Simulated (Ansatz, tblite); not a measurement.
Forces on bis(4-tert-butylphenyl)iodonium cyclic bis(sulfonyl)imide, `CC(C)(C)c1ccc([I+]c2ccc(C(C)(C)C)cc2)cc1.O=S1(=O)[N-]S(=O)(=O)C(F)(F)C(F)(F)C1(F)F` at its PBE-D4/def2-SVP geometry. Total charge 0; singlet.

In the def2 sets I takes a core potential; there is no spin–orbit coupling. The xTB rows come from tblite. Single mean-field runs in def2-SVP are fitted with def2-universal-jkfit. In the singlet geometry the species has come apart into loosely held pieces.

GFN2-xTB (tblite), largest force 2.90 eV/Å:

```xyz
63
positions Å, forces eV/Å
C     1.874   -3.273   -4.252   -0.121    0.020   -0.413
C     2.555   -3.376   -2.876   -0.124   -0.017    0.182
C     3.332   -4.711   -2.791    0.275   -0.320    0.000
C     3.532   -2.187   -2.732    0.259    0.139    0.051
C     1.532   -3.344   -1.733   -0.243    0.092    0.316
C     0.144   -3.365   -1.971    0.022    0.140    0.152
C    -0.788   -3.288   -0.928    0.499    0.109   -0.059
C    -0.289   -3.208    0.373    0.524    0.101   -0.586
I    -1.692   -2.888    1.942    0.017    0.028   -0.014
C    -1.889   -0.765    2.126   -0.032    0.735    0.027
C    -2.794   -0.093    1.299    0.242    0.246    0.296
C    -2.952    1.281    1.509    0.169   -0.031    0.038
C    -2.220    1.979    2.497    0.060   -0.372   -0.131
C    -2.454    3.483    2.712   -0.002   -0.188   -0.031
C    -2.350    4.249    1.374   -0.090    0.182   -0.295
C    -1.433    4.091    3.691    0.286    0.220    0.285
C    -3.876    3.660    3.297   -0.373    0.076    0.112
C    -1.300    1.247    3.273   -0.006   -0.094   -0.156
C    -1.116   -0.131    3.099   -0.265    0.343   -0.201
C     1.075   -3.199    0.680   -0.070    0.122   -0.482
C     1.972   -3.277   -0.391   -0.150    0.095   -0.046
H     1.202   -4.133   -4.455    0.433    0.467    0.172
H     2.647   -3.268   -5.047   -0.424    0.015    0.480
H     1.293   -2.333   -4.336    0.399   -0.526    0.134
H     4.089   -4.761   -3.601   -0.490    0.054    0.484
H     2.653   -5.581   -2.901    0.356    0.559    0.059
H     3.866   -4.814   -1.825   -0.359    0.108   -0.579
H     2.984   -1.226   -2.736    0.247   -0.604   -0.030
H     4.110   -2.228   -1.788   -0.386   -0.007   -0.579
H     4.256   -2.202   -3.572   -0.473    0.044    0.487
H    -0.242   -3.389   -2.998    0.220   -0.006    0.656
H    -1.862   -3.240   -1.149    0.643   -0.085    0.169
H    -3.336   -0.599    0.490    0.311    0.284    0.534
H    -3.654    1.821    0.858    0.443   -0.349    0.435
H    -1.345    4.140    0.924   -0.600    0.060    0.373
H    -2.540    5.328    1.548    0.151   -0.653   -0.072
H    -3.090    3.899    0.628    0.458    0.181    0.506
H    -1.620    5.178    3.795    0.083   -0.632   -0.094
H    -1.508    3.647    4.704   -0.039    0.249   -0.622
H    -0.395    3.961    3.326   -0.677    0.053    0.147
H    -3.980    3.128    4.265    0.121    0.306   -0.585
H    -4.652    3.269    2.610    0.523    0.225    0.392
H    -4.087    4.736    3.471    0.170   -0.669   -0.109
H    -0.680    1.751    4.025   -0.396   -0.334   -0.474
H    -0.368   -0.669    3.694   -0.493    0.303   -0.343
H     1.443   -3.073    1.706   -0.257   -0.141   -0.612
H     3.047   -3.235   -0.167   -0.684   -0.052   -0.136
O     1.625   -0.186    1.887    0.074    0.531   -2.615
S     1.587    0.140    0.441    0.386   -1.333    0.038
O     2.754   -0.195   -0.406   -2.293    0.480    1.709
N     0.115   -0.305   -0.104    0.983    0.657   -0.927
S    -0.332    0.005   -1.641    0.025   -1.367   -0.310
O    -1.752   -0.400   -1.763    2.601    0.638    0.066
O     0.622   -0.356   -2.716   -1.892    0.506    2.120
C    -0.330    1.903   -1.639    0.454    0.084    0.373
F    -0.523    2.353   -2.897   -0.169   -0.059    0.371
F    -1.361    2.323   -0.864    0.206   -0.133   -0.381
C     0.997    2.515   -1.095   -0.190   -0.343    0.216
F     1.983    2.256   -1.981   -0.305    0.247    0.261
F     0.822    3.871   -1.024    0.285   -0.196   -0.241
C     1.461    2.033    0.314   -0.372   -0.004   -0.474
F     2.666    2.578    0.578   -0.378   -0.066    0.150
F     0.573    2.474    1.244    0.428   -0.115   -0.196
```

r2SCAN-D4/def2-SVP (Ansatz), largest force 0.85 eV/Å:

```
C -0.028 0.003 -0.099
C 0.021 -0.014 -0.006
C 0.073 -0.086 -0.011
C 0.077 0.072 0.016
C -0.107 0.038 0.087
C -0.002 0.010 0.003
C 0.036 0.011 0.039
C 0.144 -0.036 -0.182
I 0.038 0.057 -0.041
C -0.024 0.228 0.056
C 0.011 -0.003 0.041
C 0.021 0.003 -0.016
C 0.067 -0.125 -0.039
C -0.022 0.022 0.014
C -0.018 0.040 -0.094
C 0.063 0.048 0.077
C -0.106 0.030 0.037
C 0.002 0.005 -0.004
C -0.042 -0.005 -0.033
C -0.027 0.004 -0.028
C -0.008 0.014 0.006
H 0.142 0.175 0.056
H -0.149 -0.001 0.182
H 0.118 -0.191 0.029
H -0.162 0.022 0.164
H 0.127 0.184 0.024
H -0.116 0.034 -0.194
H 0.100 -0.208 -0.012
H -0.128 -0.002 -0.198
H -0.159 -0.005 0.168
H 0.076 0.016 0.208
H 0.224 -0.010 0.049
H 0.114 0.103 0.168
H 0.145 -0.115 0.132
H -0.185 0.005 0.100
H 0.043 -0.231 -0.022
H 0.155 0.065 0.161
H 0.024 -0.234 -0.037
H 0.005 0.087 -0.220
H -0.215 0.015 0.063
H 0.033 0.106 -0.204
H 0.174 0.078 0.134
H 0.056 -0.223 -0.040
H -0.120 -0.102 -0.161
H -0.158 0.114 -0.131
H -0.078 -0.028 -0.209
H -0.222 -0.005 -0.044
O -0.028 0.208 -0.827
S 0.270 -0.193 0.146
O -0.666 0.210 0.463
N 0.258 0.237 -0.232
S -0.109 -0.212 -0.271
O 0.779 0.250 0.074
O -0.512 0.226 0.602
C -0.116 0.039 -0.057
F 0.092 -0.131 0.447
F 0.369 -0.110 -0.228
C 0.066 0.148 -0.062
F -0.351 0.079 0.316
F 0.054 -0.470 -0.015
C 0.037 0.036 0.110
F -0.421 -0.157 -0.114
F 0.264 -0.129 -0.341
```

PBE0-D4/def2-SVP (Ansatz), largest force 1.49 eV/Å:

```
C 0.009 0.003 0.000
C 0.045 -0.025 0.006
C 0.009 0.012 -0.022
C -0.005 -0.012 0.001
C -0.188 0.038 0.171
C 0.052 0.024 0.167
C 0.244 0.013 0.078
C 0.068 0.041 -0.110
I 0.226 0.340 -0.258
C 0.005 0.111 0.040
C 0.114 0.116 0.185
C 0.126 -0.107 0.073
C 0.071 -0.239 -0.037
C -0.050 0.025 0.009
C -0.012 -0.013 0.004
C 0.004 0.001 0.007
C 0.004 0.016 -0.001
C -0.090 -0.085 -0.126
C -0.183 0.104 -0.151
C -0.082 -0.007 -0.234
C -0.181 0.018 -0.005
H 0.161 0.199 0.061
H -0.175 -0.001 0.200
H 0.136 -0.217 0.030
H -0.183 0.017 0.192
H 0.150 0.212 0.027
H -0.131 0.034 -0.225
H 0.120 -0.237 -0.008
H -0.145 -0.003 -0.230
H -0.178 0.002 0.197
H 0.107 0.009 0.261
H 0.273 -0.013 0.061
H 0.142 0.126 0.204
H 0.183 -0.139 0.173
H -0.236 0.023 0.120
H 0.049 -0.263 -0.032
H 0.176 0.078 0.189
H 0.033 -0.263 -0.035
H 0.007 0.099 -0.248
H -0.249 0.026 0.078
H 0.036 0.123 -0.236
H 0.196 0.091 0.157
H 0.056 -0.257 -0.043
H -0.163 -0.121 -0.197
H -0.190 0.134 -0.157
H -0.096 -0.035 -0.258
H -0.281 -0.009 -0.062
O -0.014 0.323 -1.409
S 0.315 -0.288 0.213
O -1.177 0.348 0.839
N 0.573 0.426 -0.534
S -0.164 -0.313 -0.314
O 1.343 0.397 0.100
O -0.925 0.372 1.069
C -0.433 0.117 -0.154
F 0.139 -0.290 0.849
F 0.728 -0.279 -0.536
C 0.271 0.444 -0.268
F -0.665 0.181 0.597
F 0.124 -0.929 -0.049
C 0.097 0.142 0.428
F -0.806 -0.344 -0.181
F 0.613 -0.298 -0.667
```
